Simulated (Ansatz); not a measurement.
Consider the ligand exchange at a Zr–Br bond: `[OH][Zr]([OH])([OH])[Br]` + HCl → `[OH][Zr]([OH])([OH])[Cl]` + HBr.

Isolated molecules relaxed with PBE0-D4/def2-TZVP in Ansatz; ΔE leaves out vibrations. CBS: MP2 limit from def2 TZ/QZ plus the TZ coupled-cluster correction, frozen cores. This one scheme is used for every species. Functionals use def2-TZVPP. Elements past krypton have def2 core potentials. For Br, Zr outer-core shells are correlated without core-valence functions, which leaves a few kJ/mol of doubt a bond. Scalar relativity is left out up to krypton. One conformer a species, not always the lowest.

`[OH][Zr]([OH])([OH])[Br]`:

```xyz
8

O    -0.648    0.482    1.648
Zr    0.064    0.268   -0.112
O     1.662   -0.776   -0.046
O    -1.224   -0.582   -1.237
Br    0.612    2.560   -1.066
H    -0.783    0.466    2.591
H     2.332   -1.438   -0.191
H    -2.016   -0.980   -1.587
```

HCl:

Cartesian coordinates in Å:
```
Cl -0.171 -0.088 -0.610
H 0.171 0.088 0.610
```

`[OH][Zr]([OH])([OH])[Cl]`:

Z-matrix (Å, degrees):
```
Zr
O 1 1.912
O 1 1.912 2 110.0
O 1 1.912 2 110.0 3 121.3
Cl 1 2.381 2 109.0 3 -119.4
H 2 0.952 1 165.3 3 -122.7
H 3 0.952 1 165.4 2 -1.8
H 4 0.952 1 165.4 2 -123.0
```

HBr:

Cartesian coordinates in Å:
```
Br 0.239 0.504 -0.439
H -0.239 -0.504 0.439
```

| level | ΔE (kJ/mol) |
| --- | --- |
| BLYP-D4 | -1.1 |
| RPA@PBE/def2-TZVPP | 4.5 |

(1) What does CCSD(T)/CBS give? (Best estimate.)

(2) What do rigid-rotor, harmonic-oscillator terms from PBE0-D4/def2-TZVP frequencies (298.15 K, 1 bar) make of the CCSD(T)/CBS value? (Best estimate.)

Largest T1 diagnostic among the species: 0.016.

Results:

(1) Computed: +4.1 kJ/mol. The listed levels differ from it by -5.2, 0.4 kJ/mol.

(2) Ansatz gave: ΔZPE = -1.3 kJ/mol, ΔH = +2.5 kJ/mol, ΔS = 2 J/(mol·K), ΔG = +1.9 kJ/mol.

From BLYP to BHLYP (50 % exact exchange), in def2-TZVPP and without D4, ΔE moves by +3.4 kJ/mol. Leaving LDA and LC-ωPBE aside and taking each functional with its dispersion term where it has one, the values, not all of them listed here, spread over 7.2 kJ/mol, from B97M-V to PBE-QIDH. At CCSD(T), def2-SVP lies −5.2 kJ/mol from the extrapolated value and def2-TZVPP +0.7 kJ/mol.
